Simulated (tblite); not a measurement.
C₆H₁₂FNSi.
Geometry (GFN2-xTB, Å), atoms numbered from 1 in this order:
```
atom  x, y, z in Å
C1     1.9738   -1.5247    0.0620
C2     1.1257   -0.3363    0.5139
Si3    2.0758    1.3022    0.2397
C4    -0.2248   -0.3789   -0.2059
C5    -1.1998    0.6780    0.3025
C6    -2.5619    0.5600   -0.3873
F7    -3.3713    1.6156   -0.0121
C8    -3.2155   -0.6912   -0.0405
N9    -3.7143   -1.6769    0.2482
H10    2.1849   -1.4628   -1.0040
H11    2.9211   -1.5497    0.5950
H12    1.4546   -2.4640    0.2492
H13    0.9331   -0.4567    1.5860
H14    3.4503    1.1312    0.7077
H15    2.0673    1.6133   -1.1920
H16    1.4467    2.3934    0.9862
H17   -0.6737   -1.3689   -0.0672
H18   -0.0662   -0.2411   -1.2794
H19   -0.8145    1.6803    0.1073
H20   -1.3408    0.5719    1.3809
H21   -2.4594    0.6224   -1.4814
```

Method: GFN2-xTB as coded in tblite; computed harmonic values from a numerical Hessian at the method's own geometry, unscaled. The method is semi-empirical: single wavenumbers can be off by several per cent or more. Modes of hydrogen on silicon can be 10 to 20 % off. One conformer, not necessarily the lowest.

Harmonic wavenumbers (cm⁻¹): 26.9, 53.1, 84.1, 116.7, 134.1, 163.7, 219.7, 234.7, 243.3, 293.3, 327.1, 365.8, 449.0, 548.9, 554.3, 567.3, 585.8, 668.5, 776.7, 783.5, 796.4, 810.2, 883.5, 952.3, 991.3, 1024.8, 1045.4, 1060.1, 1081.5, 1112.8, 1118.2, 1155.6, 1237.0, 1246.1, 1272.8, 1282.2, 1301.6, 1320.0, 1362.9, 1423.0, 1480.0, 1500.7, 1507.3, 1512.5, 2252.3, 2258.9, 2279.2, 2412.6, 2878.0, 2921.8, 2935.1, 2960.2, 2984.5, 2997.0, 3006.7, 3023.5, 3038.1.

A = 2277, B = 622.2, C = 507.4 MHz; mass 145.072 u (most abundant isotopes); point group C1, symmetry number 1.

Question: Zero-point energy?

Answer: ½Σν̃ = 35811 cm⁻¹ = 102.39 kcal/mol.

Question: Entropy at 350 K, 1 bar (ideal gas, RRHO, classical rotation)?

Answer: Translation 41.65, rotation 30.96, vibration 43.90: S = 116.5 cal/(mol K).

Question: And Cp and H(350 K) − H(0)?

Answer: Cp = 49.74 cal/(mol K), of which vibrations give 41.80 (their classical limit is 57 R = 113.3); H(350 K) − H(0) = 10.48 kcal/mol without the zero-point energy, 7.70 from vibrations.

Question: Blend soft modes into free rotors: weight 1/[1 + (100 cm⁻¹/ν̃)⁴] for the oscillator and the rest for a rotor with moment μB/(μ + B), μ = h/(8π²ν), B = 10⁻⁴⁴ kg m². What vibrational entropy results?

Answer: 39.63 cal/(mol K) in place of 43.90, which changes −T·S at 350 K by +1.49 kcal/mol.

Question: Which modes carry the vibrational entropy at 350 K?

Answer: 26.9 cm⁻¹: 6.36; 53.1 cm⁻¹: 5.02; 84.1 cm⁻¹: 4.11; 116.7 cm⁻¹: 3.47; 134.1 cm⁻¹: 3.20; 163.7 cm⁻¹: 2.81 cal/(mol K); the other 51 give 18.94 together.

Question: What must be added to the electronic energy to get the Gibbs energy at 350 K and 1 bar?

Answer: ZPE + [H(350 K) − H(0)] − T·S = 102.39 + 10.48 − 40.78 = 72.09 kcal/mol.

Hindered rotation and anharmonicity are outside this model. Other conformers, if any are populated, would add a mixing term that is left out. The structure is chiral; the term R ln 2 for an equal mix with its mirror image is left out.
